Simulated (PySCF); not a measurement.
Isomers of C5H9N2P. Computed with TDDFT CAM-B3LYP/def2-SVPD, vertical, gas phase, core orbitals frozen in the response in PySCF. Geometries: GFN2-xTB; one conformer of each isolated species. Triplets are in the Tamm–Dancoff approximation.

A. `CNP1(=N)C=CC=C1`
B. `Cc1nn(C)c(C)p1`
C. `CCn1cpc(C)n1`

Lowest singlet levels (six at most, fewer where fewer were computed) with oscillator strengths:

1. 226 nm (f 0.147); 212 nm (f 0.001); 211 nm (f 0.011); 209 nm (f 0.002); 198 nm (f 0.024); 193 nm (f 0.000); T1 3.74 eV
2. 227 nm (f 0.156); 215 nm (f 0.010); 207 nm (f 0.008); 201 nm (f 0.004); 192 nm (f 0.008); 190 nm (f 0.117); T1 3.73 eV
3. 358 nm (f 0.000); 272 nm (f 0.043); 246 nm (f 0.047); 242 nm (f 0.030); 195 nm (f 0.029); 185 nm (f 0.001); T1 2.54 eV

Question: Which spectrum belongs to which structure?

Answer: 1 = B, 2 = C, 3 = A.
- A: S1 at 3.46 eV, HOMO→LUMO (98%); Löwdin shares by element: HOMO nitrogen 54% or more, carbon 17% or more, phosphorus 12% (atoms not listed hold the other 18%); LUMO carbon 74% or more (atoms not listed hold the other 26%); HOMO -7.66 and LUMO -0.84 eV.
- B: S1 at 5.49 eV, HOMO→LUMO (91%); Löwdin shares by element: HOMO phosphorus 40%, carbon 32% or more, nitrogen 12% or more (atoms not listed hold the other 16%); LUMO carbon 34% or more, phosphorus 33%, nitrogen 14% or more (atoms not listed hold the other 18%); HOMO -7.61 and LUMO 0.81 eV; point group Cs, 1 of its 6 listed states under f = 0.0005.
- C: S1 at 5.47 eV, HOMO→LUMO (90%); Löwdin shares by element: HOMO phosphorus 38%, carbon 31% or more, nitrogen 15% or more (atoms not listed hold the other 15%); LUMO carbon 34% or more, phosphorus 32%, nitrogen 15% or more (atoms not listed hold the other 19%); HOMO -7.78 and LUMO 0.59 eV.
B and C have S1 within 0.03 eV of each other; their strongest listed levels stand at 5.49 eV (f 0.147) and 5.47 eV (f 0.156).
